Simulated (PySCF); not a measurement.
dibromo-chloro-fluoromethane (CBr2ClF), SMILES BrC(F)(Cl)Br.

Geometry: TPSSh-D3(BJ)/def2-SVP.

These are PySCF with TDA-PBE/def2-SVPD values and carry that method's errors.

Vertical excitations.  State labels are in the subgroup Cs.

```csv
state,symmetry,energy (eV),λ (nm),f,main pairs
S1,A",4.24,292,0.003,HOMO→LUMO 97 %
S2,A",4.53,274,0.008,HOMO−1→LUMO 96 %
S3,A',4.74,262,0.004,HOMO−2→LUMO 95 %
S4,A',5.19,239,0.000,"HOMO−3→LUMO 66 %, HOMO→LUMO+1 33 %"
S5,A',5.60,221,0.013,"HOMO→LUMO+1 64 %, HOMO−3→LUMO 31 %"
S6,A",5.62,220,0.018,"HOMO−4→LUMO 79 %, HOMO→LUMO+2 16 %"
S7,A',5.73,217,0.004,"HOMO−1→LUMO+1 61 %, HOMO−5→LUMO 35 %"
S8,A',5.90,210,0.001,"HOMO−5→LUMO 61 %, HOMO−1→LUMO+1 33 %"
S9,A",5.94,209,0.000,HOMO−2→LUMO+1 91 %
S10,A",6.07,204,0.048,"HOMO→LUMO+2 70 %, HOMO−1→LUMO+2 11 %"
T1,A",3.82,325,0,HOMO→LUMO 99 %
T2,A",4.10,302,0,HOMO−1→LUMO 99 %
T3,A',4.34,286,0,HOMO−2→LUMO 98 %
T4,A',4.80,258,0,HOMO−3→LUMO 86 %
```
Triplets are in the Tamm–Dancoff approximation.
